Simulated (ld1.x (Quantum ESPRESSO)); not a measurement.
# Pseudopotential generation for potassium: RRKJ, LDA (PZ), fully relativistic.

The input file (ld1.x (Quantum ESPRESSO) 7.5):

```
&input
   title='K', zed=19., rel=2, dft='PZ', iswitch=3,
   config='[Ar] 3d0 4s0 4p0 4f-2', rel_dist='average',
   nld=7, rlderiv=3.55, eminld=-5.0, emaxld=5.0, deld=0.02
 /
 &inputp
   pseudotype=2, tm=.false., lloc=-1, rcloc=2.70,
   nlcc=.false.,
   file_pseudopw='K.UPF', file_wfcaegen='ae.wfc', file_wfcncgen='nc.wfc', file_beta='beta', file_chi='chi'
 /
4
3S  1  0   2.00   0.00  1.80  1.80  0.0
3P  2  1   6.00   0.00  1.70  1.70  0.0
3D  3  2   0.00   0.00  3.25  3.25  0.0
4F  4  3  -2.00  -0.05  3.25  3.25  0.0
 &test
   configts(1)='3s2 3p6 3d0 4s0 4p0'
 /
```

Command:

```bash
ld1.x < K.in > K.out
```

Resulting log (shortened: banner, matrices, multipoles, cross overlaps and the repeated all-electron block are left out):

```
Program LD1 v.7.5
     --------------------------- All-electron run ----------------------------

     K
     dirac relativistic calculation

     atomic number is 19.00
     dft =PZ   lsd =0 sic =0 latt =0  beta=0.20 tr2=1.0E-14
     Exchange-correlation= PZ
                           (   1   1   0   0   0   0   0)
     mesh =1165 r(mesh) = 100.03909 a.u. xmin = -7.00 dx = 0.01250
     1 Ry =  13.60569312 eV, c = 137.03599908

     n l j   nl                  e(Ry)          e(Ha)          e(eV)
     Spin orbit split results
     1 0 0.5 1S 1( 2.00)      -258.5188      -129.2594     -3517.3277
     2 0 0.5 2S 1( 2.00)       -26.3437       -13.1719      -358.4245
     2 1 0.5 2P 1( 2.00)       -21.1761       -10.5881      -288.1159
     2 1 1.5 2P 1( 4.00)       -20.9641       -10.4821      -285.2314
     3 0 0.5 3S 1( 2.00)        -3.0394        -1.5197       -41.3527
     3 1 0.5 3P 1( 2.00)        -1.8486        -0.9243       -25.1509
     3 1 1.5 3P 1( 4.00)        -1.8285        -0.9142       -24.8774
     3 2 1.5 3D 1( 0.00)        -0.2866        -0.1433        -3.8997
     3 2 2.5 3D 1( 0.00)        -0.2860        -0.1430        -3.8918
     4 0 0.5 4S 1( 0.00)        -0.4503        -0.2251        -6.1263
     4 1 0.5 4P 1( 0.00)        -0.2686        -0.1343        -3.6548
     4 1 1.5 4P 1( 0.00)        -0.2671        -0.1335        -3.6337
     Averaged results
     1 0     1S 1( 2.00)      -258.5188      -129.2594     -3517.3277
     2 0     2S 1( 2.00)       -26.3437       -13.1719      -358.4245
     2 1     2P 1( 6.00)       -21.0348       -10.5174      -286.1929
     3 0     3S 1( 2.00)        -3.0394        -1.5197       -41.3527
     3 1     3P 1( 6.00)        -1.8352        -0.9176       -24.9686
     3 2     3D 1( 0.00)        -0.2863        -0.1431        -3.8949
     4 0     4S 1( 0.00)        -0.4503        -0.2251        -6.1263
     4 1     4P 1( 0.00)        -0.2676        -0.1338        -3.6408

     final scf error:  7.5E-16 reached in  26 iterations

     Etot =   -1200.795141 Ry,    -600.397571 Ha,  -16337.650198 eV

     Ekin =    1208.328754 Ry,     604.164377 Ha,   16440.150225 eV
     Encl =   -2853.981409 Ry,   -1426.990704 Ha,  -38830.395230 eV
     Eh   =     508.216459 Ry,     254.108229 Ha,    6914.637179 eV
     Exc  =     -63.358946 Ry,     -31.679473 Ha,    -862.042372 eV

     normalization and overlap integrals

     s(1S/1S) =  1.000000  <r> =   0.0812  <r2> =    0.0089  r(max) =   0.0533
     s(2S/2S) =  1.000000  <r> =   0.3889  <r2> =    0.1794  r(max) =   0.3184
     s(2P/2P) =  1.000000  <r> =   0.3495  <r2> =    0.1517  r(max) =   0.2607
     s(2P/2P) =  1.000000  <r> =   0.3520  <r2> =    0.1537  r(max) =   0.2640
     s(3S/3S) =  1.000000  <r> =   1.2684  <r2> =    1.8651  r(max) =   1.0704
     s(3P/3P) =  1.000000  <r> =   1.4215  <r2> =    2.3995  r(max) =   1.1538
     s(3P/3P) =  1.000000  <r> =   1.4302  <r2> =    2.4289  r(max) =   1.1538
     s(3D/3D) =  1.000000  <r> =   2.8898  <r2> =   11.1586  r(max) =   1.7648
     s(3D/3D) =  1.000000  <r> =   2.8956  <r2> =   11.2025  r(max) =   1.7870
     s(4S/4S) =  1.000000  <r> =   4.0221  <r2> =   18.4991  r(max) =   3.4231
     s(4P/4P) =  1.000000  <r> =   5.2545  <r2> =   31.9407  r(max) =   4.3954
     s(4P/4P) =  1.000000  <r> =   5.2809  <r2> =   32.2592  r(max) =   4.3954

     ------------------------ End of All-electron run ------------------------

     --------------------- Generating NC pseudopotential ---------------------

      Generating local potential from pseudized AE potential:
      Matching radius rcloc =   2.7000

      Local pseudo, rcloc= 2.733 Estimated cut-off energy=     3.14 Ry

     Fully relativistic calculation: |psi|^2

     Wfc 3S LC norm =  0.99986259 SC norm =  0.00013740 missing  0.00000001

     Wfc 3P LC norm =  0.99988964 SC norm =  0.00011034 missing  0.00000002

     Wfc 3P LC norm =  0.99989077 SC norm =  0.00010918 missing  0.00000006

     Wfc 3D LC norm =  0.99996636 SC norm =  0.00003360 missing  0.00000004

     Wfc 3D LC norm =  0.99996649 SC norm =  0.00003133 missing  0.00000218

      Wfc   3S  rcut= 1.787  Estimated cut-off energy=       41.03 Ry
      This function has    0 nodes for 0 < r <    1.787

      Wfc   3P  rcut= 1.700  Estimated cut-off energy=       61.77 Ry
      This function has    0 nodes for 0 < r <    1.700

      Wfc   3P  rcut= 1.700  Estimated cut-off energy=       61.74 Ry
      This function has    0 nodes for 0 < r <    1.700

      Wfc   3D  rcut= 3.256  Estimated cut-off energy=       21.93 Ry
      This function has    0 nodes for 0 < r <    3.256

      Wfc   3D  rcut= 3.256  Estimated cut-off energy=       21.93 Ry
      This function has    0 nodes for 0 < r <    3.256

      Wfc   4F  rcut= 3.256  Estimated cut-off energy=       26.44 Ry
      This function has    0 nodes for 0 < r <    3.256

      Wfc   4F  rcut= 3.256  Estimated cut-off energy=       26.44 Ry
      This function has    0 nodes for 0 < r <    3.256

     ------------------- End of pseudopotential generation -------------------

     Computing logarithmic derivative in   3.53188
     Computing logarithmic derivative in   3.53188
     Computing the partial wave expansion
     R is outside the sphere for l=    0 j= 0.50
     R is outside the sphere for l=    1 j= 0.50
     R is outside the sphere for l=    1 j= 1.50
     R is outside the sphere for l=    2 j= 1.50
     R is outside the sphere for l=    2 j= 2.50
     R is outside the sphere for l=    3 j= 2.50
     R is outside the sphere for l=    3 j= 3.50

     ---------------------- Testing the pseudopotential ----------------------

     K
     dirac relativistic calculation

     atomic number is 19.00   valence charge is  9.00
     dft =PZ   lsd =0 sic =0 latt =0  beta=0.20 tr2=1.0E-14
     mesh =1165 r(mesh) = 100.03909 xmin = -7.00 dx = 0.01250

     n l  j  nl             e AE (Ry)       e PS (Ry)    De AE-PS (Ry)
     1 0 0.5 3S   1( 2.00)       -3.03937       -3.03937       -0.00000
     2 1 0.5 3P   1( 2.00)       -1.84856       -1.84856       -0.00000
     2 1 1.5 3P   1( 4.00)       -1.82846       -1.82846        0.00000
     3 2 1.5 3D   1( 0.00)       -0.28662       -0.28662       -0.00000
     3 2 2.5 3D   1( 0.00)       -0.28604       -0.28604        0.00000
     2 0 0.5 4S   1( 0.00)       -0.45027       -0.45009       -0.00018
     3 1 0.5 4P   1( 0.00)       -0.26862       -0.26440       -0.00422
     3 1 1.5 4P   1( 0.00)       -0.26708       -0.26301       -0.00406

     eps = 3.7E-15  iter =  7

     Etot =   -1200.795141 Ry,    -600.397571 Ha,  -16337.650198 eV
     Etotps =   -56.191706 Ry,     -28.095853 Ha,    -764.527114 eV

     Ekin =      19.580287 Ry,       9.790143 Ha,     266.403376 eV
     Encl =     -95.559375 Ry,     -47.779688 Ha,   -1300.151533 eV
     Ehrt =      41.596879 Ry,      20.798439 Ha,     565.954366 eV
     Ecxc =      -8.059008 Ry,      -4.029504 Ha,    -109.648395 eV
     Epseu=     -13.750489 Ry,      -6.875244 Ha,    -187.084928 eV

     ---------------------- End of pseudopotential test ----------------------
```

Generation and configuration tests took about 4.3 s on one core of a shared server CPU.
